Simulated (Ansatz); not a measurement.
Reaction (ligand exchange at the Si–N bond): `C[SiH2]N` + H₂Te → `C[SiH2][TeH]` + NH₃

Calculated with Ansatz (gas phase, PBE0-D4/def2-TZVP geometries, no zero-point term in ΔE). CCSD(T)/CBS is the MP2 limit (def2-TZVPP, def2-QZVPP) plus CCSD(T) − MP2 in def2-TZVPP, frozen cores. This one scheme is used for every species. DFT in def2-TZVPP. Elements past krypton have def2 core potentials. For Te outer-core shells are correlated without core-valence functions, which leaves a few kJ/mol of doubt a bond. One conformer a species, not always the lowest.

```csv
level,ΔE (kJ/mol)
CAM-B3LYP-D4,-7.2
PBE-QIDH,-21.0
SCS-MP2/def2-TZVPP,-14.7
HF/CBS(def2),-2.7
```

**Question.** What does CCSD(T)/CBS give? (An estimate is asked.)

**Answer.** Computed: -21.1 kJ/mol. The listed levels differ from it by 13.9, 0.1, 6.4, 18.4 kJ/mol.

**Question.** What do rigid-rotor, harmonic-oscillator terms from PBE0-D4/def2-TZVP frequencies (298.15 K, 1 bar) make of the CCSD(T)/CBS value? (Best estimate.)

**Answer.** Computed: ΔZPE = +10.5 kJ/mol, ΔH = -9.8 kJ/mol, ΔS = -5 J/(mol·K), ΔG = -8.3 kJ/mol.

Largest T1 diagnostic among the species: 0.010.

Leaving LDA and LC-ωPBE aside and taking each functional with its dispersion term where it has one, the values, not all of them listed here, spread over 19.6 kJ/mol, from PBE-D4 to CAM-B3LYP-D4. LDA lies +7.2 kJ/mol from PBE without D4. From BLYP to BHLYP (50 % exact exchange), in def2-TZVPP and without D4, ΔE moves by +4.4 kJ/mol. At CCSD(T), def2-SVP lies +6.6 kJ/mol from the extrapolated value and def2-TZVPP +6.6 kJ/mol.
